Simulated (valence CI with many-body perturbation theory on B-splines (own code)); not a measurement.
The numbers below are computed, except where a source is named.
## Level structure of Sb¹⁹⁺

Method: relativistic CI+MBPT: four valence electrons over a frozen Dirac-Fock core [Ar] 3d10, radial functions for each j: 11 s, 11 p, 10 d, 8 f, 5 g, 2 h, with the one-electron correlation potential Σ1, the two-electron term Σ2, the three-electron term Σ3, Breit, model QED; selected CI, second order for the rest, scaled by the run's own slope (own B-spline code, finite nucleus).

No measured spectrum was set against this ion. As an estimate, levels hold to about 250 cm⁻¹ or 0.2 % of their energy and the worst to 1 %, as in measured heavy ions of charge 2 to 7; those with d or f electrons hold less well. Among the levels kept, up to 540 cm⁻¹ of a level comes from second order outside the variational space, and about a tenth of that is noise between levels of different J, which matters for small intervals.

Levels 136 to 180 of 185, with energies above the lowest level, 4s2 4p2 3P_0. "Leading %" is the weight of the configuration and term that name the level; weights of strongly mixed levels are sums over their largest components and can fall short. In the jj column 3d3/2^4 stands for four electrons in 3d with j = 3/2.

```
No.  Configuration  Term  J  E (cm⁻¹)  Leading %      g                   Leading jj
136         4p3 4d   3F°  2   1706500         27  0.963   4p1/2 4p3/2^2 4d5/2 (40 %)
137         4p3 4d   3S°  1   1708900         49  1.668   4p1/2 4p3/2^2 4d5/2 (56 %)
138         4p3 4d   3F°  3   1714800         36  1.117   4p1/2 4p3/2^2 4d5/2 (52 %)
139         4p3 4d   1F°  3   1719100         43  1.148   4p1/2 4p3/2^2 4d5/2 (42 %)
140      4s 4p 4d2   5G°  4   1727400         60  1.177  4s 4p1/2 4d3/2 4d5/2 (43 %)
141         4p3 4d   1D°  2   1740200         23  1.129   4p1/2 4p3/2^2 4d5/2 (53 %)
142      4s 4p2 4f   5D°  4   1745800         27  1.325      4s 4p1/2^2 4f7/2 (42 %)
143      4s 4p 4d2   5G°  3   1747300         12  1.208  4s 4p1/2 4d3/2 4d5/2 (44 %)
144         4p3 4d   3D°  1   1751000         27  0.942   4p1/2 4p3/2^2 4d3/2 (52 %)
145      4s 4p2 4f   5G°  2   1751000         18  0.887  4s 4p1/2 4d3/2 4d5/2 (44 %)
146         4p3 4d   3F°  4   1754700         49  1.214         4p3/2^3 4d5/2 (71 %)
147      4s 4p 4d2   5G°  5   1756100         65  1.261      4s 4p1/2 4d5/2^2 (28 %)
148      4s 4p 4d2   5D°  1   1760800         65  1.333  4s 4p1/2 4d3/2 4d5/2 (72 %)
149      4s 4p 4d2   5D°  0   1760900         89             4s 4p1/2 4d3/2^2 (46 %)
150      4s 4p2 4f   3G°  3   1761600         19  1.044      4s 4p1/2^2 4f7/2 (31 %)
151      4s 4p2 4f   5G°  2   1763600         23  1.025  4s 4p1/2 4d3/2 4d5/2 (27 %)
152         4p3 4d   3P°  2   1768200         34  1.234         4p3/2^3 4d5/2 (57 %)
153         4p3 4d   3P°  0   1771700         72                4p3/2^3 4d3/2 (70 %)
154      4s 4p 4d2   5F°  1   1775100         15  1.174         4p3/2^3 4d3/2 (33 %)
155      4s2 4p 5s   3P°  0   1775300         98                4s^2 4p1/2 5s (98 %)
156      4s2 4p 5s   3P°  1   1778500         69  1.351         4s^2 4p1/2 5s (97 %)
157      4s 4p 4d2   3H°  4   1778700         28  1.067      4s 4p1/2 4d5/2^2 (30 %)
158      4s 4p 4d2   5F°  1   1781000         38  0.698      4s 4p1/2 4d3/2^2 (28 %)
159      4s 4p2 4f   3G°  3   1783600         16  1.092  4s 4p1/2 4d3/2 4d5/2 (23 %)
160      4s 4p 4d2   5D°  2   1787000         25  1.193  4s 4p1/2 4d3/2 4d5/2 (30 %)
161      4s 4p 4d2   5P°  1   1787900         52  2.005  4s 4p1/2 4d3/2 4d5/2 (33 %)
162      4s 4p 4d2   3H°  4   1788500         27  1.099  4s 4p1/2 4d3/2 4d5/2 (31 %)
163      4s 4p 4d2   3H°  5   1791100         28  1.131  4s 4p1/2 4d3/2 4d5/2 (39 %)
164      4s 4p 4d2   3F°  2   1791200         26  0.934  4s 4p1/2 4d3/2 4d5/2 (22 %)
165         4p3 4d   3D°  3   1792900         26  1.174         4p3/2^3 4d5/2 (53 %)
166      4s 4p 4d2   5G°  6   1794100         50  1.306  4s 4p1/2 4p3/2 4f7/2 (36 %)
167      4s 4p2 4f   3D°  2   1797100         16  1.052         4p3/2^3 4d3/2 (40 %)
168      4s 4p2 4f   5D°  3   1798800         18  1.260  4s 4p1/2 4d3/2 4d5/2 (35 %)
169         4p3 4d   1F°  3   1802500         30  1.050         4p3/2^3 4d3/2 (34 %)
170      4s 4p2 4f   5G°  5   1807600         35  1.277  4s 4p1/2 4p3/2 4f7/2 (59 %)
171      4s 4p 4d2   5D°  3   1809500         28  1.199      4s 4p1/2 4d5/2^2 (30 %)
172      4s 4p2 4f   5G°  4   1811500         38  1.206  4s 4p1/2 4p3/2 4f5/2 (46 %)
173      4s 4p 4d2   3D°  1   1812100         42  0.535  4s 4p1/2 4p3/2 4f5/2 (17 %)
174      4s 4p 4d2   5P°  2   1813000         47  1.669  4s 4p1/2 4d3/2 4d5/2 (52 %)
175      4s 4p 4d2   5F°  3   1817500         39  1.246  4s 4p1/2 4p3/2 4f5/2 (25 %)
176      4s 4p2 4f   5F°  2   1818000         29  1.162  4s 4p1/2 4p3/2 4f5/2 (42 %)
177      4s 4p 4d2   5F°  4   1818800         18  1.274  4s 4p1/2 4d3/2 4d5/2 (28 %)
178      4s 4p2 4f   5F°  1   1819000         32  0.638  4s 4p1/2 4p3/2 4f5/2 (57 %)
179      4s 4p2 4f   5D°  0   1824500         52         4s 4p1/2 4p3/2 4f5/2 (40 %)
180      4s 4p 4d2   3D°  2   1825000         25  1.161      4s 4p1/2 4d5/2^2 (24 %)
```

Names give the largest LS component (configuration and term), which can be under half, so a name can repeat, a term be missing and a line seem to break the LS rules; names also repeat where a configuration has a term twice.

Where two levels of one J and parity lie close, their mixing, g and order are uncertain.
